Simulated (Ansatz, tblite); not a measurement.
Dissociation curve of SMILES C[CH](C)[Sn]([OH])([OH])[OH]. The C1–H17 bond (C1 also carries C, H, H; H17 carries nothing else) is stretched with both fragments frozen at the PBE0/def2-SVP, def2 effective core potentials past Kr optimised geometry.

- GFN2-xTB, 300 K electronic temperature (tblite)
- UKS-PBE0 = unrestricted PBE0/def2-SVP, def2 effective core potentials past Kr (Ansatz, a first-principles code)

Energies relative to the lowest point of each curve near equilibrium, in mEh; the last columns give the difference from UKS-PBE0:

```csv
R / Å,GFN2-xTB,UKS-PBE0,GFN2-xTB − UKS-PBE0
0.89,36.0,42.2,-6.2
0.97,10.4,13.7,-3.3
1.02,3.0,4.7,-1.7
1.08,0.0,0.3,-0.3
1.10,0.1,0.0,0.1
1.15,2.0,1.4,0.6
1.17,3.3,2.6,0.7
1.24,10.0,9.3,0.8
1.33,21.6,21.6,0.0
1.44,37.7,39.6,-1.9
1.59,61.1,66.1,-5.0
1.80,92.7,102.0,-9.3
2.01,120.5,133.9,-13.4
2.29,150.7,159.7,-9.1
2.68,180.0,173.2,6.8
3.23,202.2,178.0,24.2
```

GFN2-xTB is furthest from UKS-PBE0 at 3.23 (24.2 mEh, above); its mean absolute difference over the points is 5.2 mEh.

The unrestricted determinant behind UKS-PBE0 is spin-contaminated at 2.01 to 3.23 Å (<S²> up to 1.0, against 0.00 for a pure singlet).
